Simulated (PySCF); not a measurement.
Cartesian coordinates (Å):
```xyz
19

Ta    -0.0169     0.4643    -0.2787
O      0.8712     0.4448     1.4107
H      1.4083     0.9914     2.0042
C      0.1128     2.3041    -1.4759
H     -0.4269     2.2375    -2.4396
H      1.1734     2.5367    -1.7007
H     -0.3101     3.1596    -0.9117
C     -1.0137    -1.4564    -0.6457
H     -1.7609    -1.6575     0.1466
H     -0.2709    -2.2778    -0.6316
H     -1.5323    -1.4768    -1.6229
C     -2.1086     1.1368    -0.0893
H     -2.6379     0.5062     0.6532
H     -2.6871     1.1122    -1.0317
H     -2.1244     2.1792     0.2903
C      1.2864    -0.2775    -1.8954
H      1.6495    -1.2961    -1.6516
H      2.1761     0.3812    -1.9733
H      0.8072    -0.3150    -2.8916
```
Charge 0, spin multiplicity 1.

**Question.** Predict the total energy, dipole moment and HOMO from PBE-D3(BJ)/def2-TZVP // TPSS-D3(BJ)/def2-SVP (PySCF 2.14.0).

**Answer.** 
```json
{
  "total_energy": "-292.3486 Ha",
  "dipole_moment": "2.20 D",
  "HOMO": "-5.72 eV"
}
```
